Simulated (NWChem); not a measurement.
Molecule: SiHOClF₂; SMILES O[Si](F)(F)Cl

```xyz
6

O      1.3277    -1.0297     0.6675
Si     0.0013    -0.3696     0.0046
F     -1.3324    -0.8259     0.7631
F     -0.0926    -0.9042    -1.4946
Cl     0.0418     1.6600     0.0090
H      1.6495    -0.7014     1.5117
```
Atoms are numbered in this order, from 1.

Program: NWChem. STO-3G and 3-21G are far too small for this property and stand as cheap habits. Coordinates come from a PBE0/def2-SVP optimisation. GIAO values for the isolated, static molecule; σ is the absolute isotropic shielding, δ = σ(reference) − σ with the isolated reference molecule computed at the same levels (19F: trichlorofluoromethane, 1H: tetramethylsilane, 17O: water, 29Si: tetramethylsilane).

Task: Predict the results for Hartree-Fock/STO-3G. Quantities: δ O1 (ppm); δ Si2 (ppm); δ F3 (ppm); δ F4 (ppm); σ Cl5 (ppm); δ H6 (ppm).

Result: 
| Property | Value |
|---|---|
| δ O1 (ppm) | -75.6 |
| δ Si2 (ppm) | -8.4 |
| δ F3 (ppm) | -148.5 |
| δ F4 (ppm) | -158.4 |
| σ Cl5 (ppm) | 1214.6 |
| δ H6 (ppm) | -1.45 |
